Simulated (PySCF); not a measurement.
## Deuteron quadrupole couplings in `C=Cn1nncc1CC`

C6H9N3.
Cartesian coordinates in Å at the GFN2-xTB level; atoms count from 1:
```xyz
18
C6H9N3 angstrom
C      2.8566   -0.7467    0.4443
C      1.6079   -0.6394    0.0198
N      0.8692    0.5305    0.1507
N      1.3767    1.6283    0.7272
N      0.4981    2.5482    0.7117
C     -0.6227    2.0859    0.1213
C     -0.4111    0.7787   -0.2567
C     -1.3093   -0.2093   -0.9082
C     -1.9706   -1.1246    0.1261
H      3.3474    0.0856    0.9165
H      3.4063   -1.6623    0.3298
H      1.0764   -1.4495   -0.4582
H     -1.4908    2.7003    0.0005
H     -0.7505   -0.8087   -1.6320
H     -2.0811    0.3381   -1.4524
H     -2.6248   -1.8383   -0.3689
H     -1.2232   -1.6748    0.6945
H     -2.5633   -0.5357    0.8223
```

Level: PBE0/pcSseg-1 (PySCF, non-relativistic); Q(2H) = 0.00286 b; rigid geometry, the same for H and D, with no vibrational averaging.

Question: Rank these positions by the coupling χzz of a deuteron there, largest first.
A. H15 (methylene hydrogen)
B. H17 (methyl hydrogen)
C. H10 (vinylic hydrogen)
D. H12 (vinylic hydrogen)
E. H11 (vinylic hydrogen)

Answer: E (230 kHz), C (223 kHz), D (216 kHz), B (209 kHz), A (203 kHz).

Give the electric field gradient Vzz (the principal value of largest size), its asymmetry and the 2H coupling at each hydrogen.

| atom | bonded to | bond length (Å) | Vzz (au) | η | χzz (kHz) |
| --- | --- | --- | --- | --- | --- |
| H10 | C1 | 1.075 | 0.3324 | 0.04 | 223 |
| H11 | C1 | 1.074 | 0.3418 | 0.05 | 230 |
| H12 | C2 | 1.080 | 0.3210 | 0.11 | 216 |
| H13 | C6 | 1.070 | 0.3473 | 0.08 | 233 |
| H14 | C8 | 1.093 | 0.2996 | 0.02 | 201 |
| H15 | C8 | 1.092 | 0.3017 | 0.03 | 203 |
| H16 | C9 | 1.087 | 0.3150 | 0.02 | 212 |
| H17 | C9 | 1.088 | 0.3116 | 0.04 | 209 |
| H18 | C9 | 1.088 | 0.3122 | 0.03 | 210 |

How does χzz go with the bond length over the 9 C–H bonds?

A straight-line fit has a slope of -13.5 kHz for each 0.01 Å, with a correlation coefficient of -0.99, over lengths from 1.070 to 1.093 Å. The longer bonds have the smaller couplings here.

Give the 2H NMR doublet splittings at H17 for a magnetic field along the z, y and x axes of the gradient: 3χ/2, 3χ(1 + η)/4, 3χ(1 − η)/4.

With |χ| = 209.4 kHz and η = 0.037: 314, 163 and 151 kHz, to first order and without motion.

One conformer (not necessarily the lowest) at the GFN2-xTB geometry, without solvent, vibrations or thermal averaging. GFN2-xTB bond lengths can be off by several hundredths of an ångström, more for odd bonds, and the gradients follow them. The basis is small and wasn't made for field gradients, so the couplings can be 20 % off.
